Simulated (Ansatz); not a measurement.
Consider the redistribution: `[SiH3][AlH][PH2]` + `F[SiH2]B[SiH3]` → `[SiH3][BH][AlH][SiH3]` + `F[SiH2]P`.

Computed with Ansatz on PBE0-D4/def2-TZVP structures; ΔE is electronic, products minus reactants. CCSD(T)/CBS is the MP2 limit (def2-TZVPP, def2-QZVPP) plus CCSD(T) − MP2 in def2-TZVPP, frozen cores. DFT in def2-TZVPP. One conformer a species, not always the lowest.

`[SiH3][AlH][PH2]`:

Cartesian coordinates in Å:
```
Si -0.609 -1.578 -0.526
Al -0.356 0.508 0.742
P 1.649 1.680 0.669
H 0.651 -1.981 -1.211
H -1.656 -1.418 -1.578
H -1.034 -2.711 0.347
H -1.498 1.035 1.713
H 1.825 1.512 -0.730
H 1.029 2.953 0.573
```

`F[SiH2]B[SiH3]`:

```xyz
10

F     0.864   -2.211   -0.342
Si    0.376   -1.429    0.975
B    -0.201    0.445    0.602
Si   -0.246    1.301   -1.209
H    -0.744   -2.216    1.562
H     1.517   -1.422    1.933
H    -0.604    1.059    1.550
H    -1.578    0.896   -1.757
H     0.803    0.791   -2.130
H    -0.189    2.787   -1.182
```

`[SiH3][BH][AlH][SiH3]`:

```xyz
12

Si    0.671    0.513   -2.378
B     0.807    1.165   -0.484
Al   -0.660    0.799    0.970
Si   -0.699   -1.362    2.156
H    -0.713    0.189   -2.826
H     1.276    1.435   -3.379
H     1.450   -0.763   -2.391
H     1.852    1.690   -0.211
H    -1.811    1.857    1.281
H     0.482   -2.217    1.848
H    -1.918   -2.137    1.779
H    -0.738   -1.169    3.634
```

`F[SiH2]P`:

Z-matrix (Å, degrees):
```
Si
P 1 2.244
F 1 1.602 2 108.5
H 1 1.484 2 108.5 3 -117.4
H 1 1.484 2 114.2 3 119.2
H 2 1.423 1 90.5 3 179.8
H 2 1.421 1 93.9 3 -86.8
```

| level | ΔE (kJ/mol) | difference from CCSD(T)/CBS |
| --- | --- | --- |
| r2SCAN-D4 | 32.5 | -0.4 |
| PBE0-D4 | 32.2 | -0.7 |
| ωB97M-V | 32.1 | -0.8 |
| B2PLYP | 33.8 | 0.9 |
| r2SCAN | 32.5 | -0.4 |
| HF/def2-TZVPP | 35.1 | 2.2 |
| MP2/def2-TZVPP | 34.7 | 1.8 |
| SCS-MP2/def2-TZVPP | 34.0 | 1.1 |
| MP2/def2-QZVPP | 34.4 | 1.5 |
| CCSD/CBS(def2) | 33.1 | 0.2 |
| CCSD(T)/CBS | 32.9 | 0 |

Largest T1 diagnostic among the species: 0.014.
